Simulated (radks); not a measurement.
Question: Pt I, 78 electrons, occupied as [Xe] 4f14 5d9 6s1 (the NIST ground configuration). Method: scalar-relativistic Kohn-Sham, LB94 model potential, spin-polarised, spherical densities, finite nucleus; open shells are filled with parallel spins first (spin-orbit coupling, left out, can overturn this in heavy ions); Fermi nuclear charge, rms radius 5.427 fm; computed with a radial shooting solver on a logarithmic mesh with Libxc functionals. Some entries of the table are withheld. Estimate them.

| orbital | occ. | eigenvalue (Ry) | r(max) (bohr) | <r^2> (bohr^2) |
|---|---|---|---|---|
| 1s up | 1 | -5781.485 | 0.01061 | 0.0004051 |
| 1s down | 1 | -5781.483 | 0.01061 | 0.0004051 |
| 2s up | 1 | -1017.279 | 0.06117 | 0.006182 |
| 2s down | 1 | -1017.277 | 0.06117 | 0.006182 |
| 2p up | 3 | -882.3744 | 0.05053 | 0.005181 |
| 2p down | 3 | -882.3728 | 0.05053 | 0.005181 |
| 3s up | 1 | -239.7666 | 0.1725 | 0.03991 |
| 3s down | 1 | -239.7643 | 0.1725 | 0.03991 |
| 3p up | 3 | -200.4445 | 0.1716 | 0.04088 |
| 3p down | 3 | -200.4422 | 0.1716 | 0.04088 |
| 3d up | 5 | -157.6467 | 0.1397 | 0.03384 |
| 3d down | 5 | -157.6431 | 0.1397 | 0.03384 |
| 4s up | 1 | -51.75734 | 0.3900 | 0.1949 |
| 4s down | 1 | -51.75138 | 0.3900 | 0.1949 |
| 4p up | 3 | -38.91897 | 0.4104 | 0.2224 |
| 4p down | 3 | -38.91434 | 0.4104 | 0.2224 |
| 4d up | 5 | -23.26479 | 0.4189 | 0.2534 |
| 4d down | 5 | -23.26177 | 0.4189 | 0.2535 |
| 5s down | 1 | -7.97069 | 0.8628 | 1.005 |
| 5s up | 1 | -7.96878 | 0.8631 | 1.006 |
| 4f up | 7 | -5.84898 | 0.3850 | (1) |
| 4f down | 7 | -5.84793 | 0.3850 | (2) |
| 5p up | 3 | -4.55336 | 0.9727 | 1.370 |
| 5p down | 3 | -4.55304 | 0.9724 | 1.369 |
| 5d up | 5 | -0.85195 | 1.261 | 3.339 |
| 5d down | 4 | -0.84903 | 1.261 | 3.315 |
| 6s up | 1 | -0.78807 | 2.319 | 8.786 |
| 6s down | 0 | -0.77898 | 2.309 | 8.706 |

Answer: 
(1) 4f up <r^2> (bohr^2): 0.3196
(2) 4f down <r^2> (bohr^2): 0.3197
